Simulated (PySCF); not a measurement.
Compound: C2H5AsGe.
Numbering: `[CH:1]#[C:2][GeH2:3][AsH2:4]` (hydrogens: H5 on C1; H6, H7 on Ge3; H8, H9 on As4)

Level of theory: PBE0-D3(BJ)/def2-SVP geometry optimisation, gas phase in PySCF.

Question: List the bond lengths and angles at this level.

Answer: 
```csv
bond,length (Å)
C1≡C2,1.217
C2–Ge3,1.901
Ge3–As4,2.422
C1–H5,1.076
"Ge3–H6, Ge3–H7",1.538
"As4–H8, As4–H9",1.525
```

Bonds in one row agree within 0.01 Å and their mean is given. A selection of angles:
```csv
angle,degrees
C2–C1–H5,179.5
C1–C2–Ge3,177.3
C2–Ge3–As4,111.6
C2–Ge3–H6,108.4
C2–Ge3–H7,108.8
As4–Ge3–H6,108.8
H6–Ge3–H7,109.9
Ge3–As4–H8,91.8
H8–As4–H9,92.2
```

As4 (arsenic bonded to Ge and 2 H) is pyramidal (angles 92.2°, 91.9° and 91.8°, sum 275.9°, 0.95 Å off the plane of its three neighbours). The 4 heavy atoms lie in one plane (0.001 Å rms). Ge3 (germanium bonded to As, C and 2 H) is tetrahedral (angles from 108.4° to 111.6°).

Point group: near Cs, missed by 0.12 Å at most; the miss may be what the optimiser left on a soft mode. Not checked by PBE0-D3(BJ)/def2-SVP frequencies. The numbers are those of one conformer (C2–Ge3–As4–H -43° and 49°).

Time: 48 s of wall time; peak memory 0.49 GiB. Hardware: one thread of an Arm Neoverse V1, shared host. That covers the optimisation of the geometry.
